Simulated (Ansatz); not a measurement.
Born–Oppenheimer molecular dynamics of AlBrClH₅N₂ (10 atoms, charge 0, multiplicity 1). It starts at the highest image of a converged band, a first-order saddle point between two minima.

These are results of Ansatz, RHF/def2-SVP, not measurements.

```
ensemble                      : NVE (velocity Verlet)
time step                     : 0.5 fs
steps asked                   : 200
starting velocities drawn for : 100 K
seed                          : 4705
```

First frame:

```xyz
10
Properties=species:S:1:pos:R:3
Al 0.017 0.357 -0.133
Cl -0.168 -0.114 2.153
N 1.588 0.095 -0.890
H 1.822 -0.721 -1.422
H 2.396 0.673 -0.771
N -1.538 -0.093 -0.833
H -2.361 -0.329 -0.313
H -1.756 -0.022 -1.808
Br 0.189 2.733 0.846
H 0.000 1.449 1.927
```

(1) How far do the bonds stretch over the last three quarters of this one trajectory? (Pairs bonded in most of those frames.)

Results:

(1) 
```json
{"bond": "Al1–N3", "mean (Å)": "1.767", "spread (Å)": "0.032", "shortest": "1.70", "longest": "1.81"}
{"bond": "Al1–N6", "mean (Å)": "1.774", "spread (Å)": "0.028", "shortest": "1.72", "longest": "1.82"}
{"bond": "Al1–Br9", "mean (Å)": "2.298", "spread (Å)": "0.092", "shortest": "2.19", "longest": "2.51"}
{"bond": "Cl2–H10", "mean (Å)": "1.278", "spread (Å)": "0.037", "shortest": "1.22", "longest": "1.33"}
{"bond": "N3–H4", "mean (Å)": "1.004", "spread (Å)": "0.007", "shortest": "0.99", "longest": "1.01"}
{"bond": "N3–H5", "mean (Å)": "1.002", "spread (Å)": "0.006", "shortest": "0.99", "longest": "1.01"}
{"bond": "N6–H7", "mean (Å)": "1.003", "spread (Å)": "0.014", "shortest": "0.98", "longest": "1.02"}
{"bond": "N6–H8", "mean (Å)": "1.005", "spread (Å)": "0.012", "shortest": "0.99", "longest": "1.02"}
```

Mean temperature of the second half: 665 K. The conserved energy stayed within 0.11 meV per atom of its start (net change 0.09 meV per atom), so the integration is sound. The kinetic energy rose, since the run started high on the potential surface and went downhill. It ends in pieces (AlBrH4N2 + ClH), so much of that is their flight and rotation, not heat. A run of 0.1 ps of so small a system gives no equilibrium averages. The orbitals stay closed-shell, which can raise the energy where a bond breaks towards radicals; this wasn't checked here.

The run took 5.3 min on 2 threads of Arm Neoverse V2, with other jobs on the host, peak memory 0.29 GiB.
